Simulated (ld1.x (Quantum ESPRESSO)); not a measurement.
# Gd: from the effect back to the setting (RRKJ)

Base potential:

ld1.x (Quantum ESPRESSO) 7.5 input, shortened:

```
&input
   title='Gd', zed=64., rel=1, dft='PZ', iswitch=3,
   config='[Xe] 4f7 5d1 6s0 6p0'
 /
 &inputp
   pseudotype=2, tm=.false., rho0=0.01, lloc=0,
   nlcc=.false.
 /
4
6P  2  1   0.00   0.00  3.55  3.55  0.0
5D  3  2   1.00   0.00  1.80  1.80  0.0
4F  4  3   7.00   0.00  1.15  1.15  0.0
6S  1  0   0.00   0.00  3.00  3.00  0.0
 &test
   configts(1)='4f7 5d1 6s0 6p0'
 /
```

Cutoffs, loose and tight: the cutoffs (Ry, on a coarse ladder) from which the occupation-weighted sum of valence levels, in a spherical-Bessel basis at the reference potential, stays within 10 and 1 mRy of its value at 400 Ry. They do not see the model core or the augmentation charge, which bear on the density cutoff. Test errors are all-electron minus pseudo excitation energies from the reference, over the configurations 4f7 5d1 6s2 6p0; 4f7 5d1 6s1 6p0; 4f7 5d0 6s0 6p0; 4f7 5d2 6s1 6p0; 4f7 5d0 6s2 6p0; 4f7 5d1.5 6s1.5 6p0; 4f7 5d1 6s0 6p1 (two spin-polarised tests are not counted in the largest error); variants that change the core or the reference have their own tests.

Only the f radius is moved (1 further runs of the sweep failed or gave no value and are left out):

| f radius (bohr) | cutoff, loose | cutoff, tight | bound ghosts | largest test error (meV) |
| --- | --- | --- | --- | --- |
| 0.88 | 300 Ry | over 300 Ry | none | +233 over the solved tests; 2 of 9 tests not solved or not reliable (2 of them converged, to errors over 20 eV) |
| 1.04 | 230 Ry | 300 Ry | none | +233 over the solved tests; 2 of 9 tests not solved or not reliable (2 of them converged, to errors over 20 eV) |
| 1.16 | 200 Ry | 300 Ry | none | +233 over the solved tests; 4 of 9 tests not solved or not reliable (2 of them converged, to errors over 20 eV) |
| 1.28 | 180 Ry | 260 Ry | none | +191 over the solved tests; 3 of 9 tests not solved or not reliable |
| 1.46 | 140 Ry | 200 Ry | none | +191 over the solved tests; 5 of 9 tests not solved or not reliable |
| 1.7 | 100 Ry | 160 Ry | none | 7 of 9 tests not solved or not reliable |

One more run gave cutoff, loose: 120 Ry; cutoff, tight: 180 Ry; bound ghosts: none; largest test error (meV): 7 of 9 tests not solved or not reliable. Which value of the f radius was used?

1.56 bohr. The loose cutoff moves one way along this sweep, from 300 Ry at 0.88 to 100 Ry at 1.7 bohr, which places the run between 1.46 and 1.7 bohr.
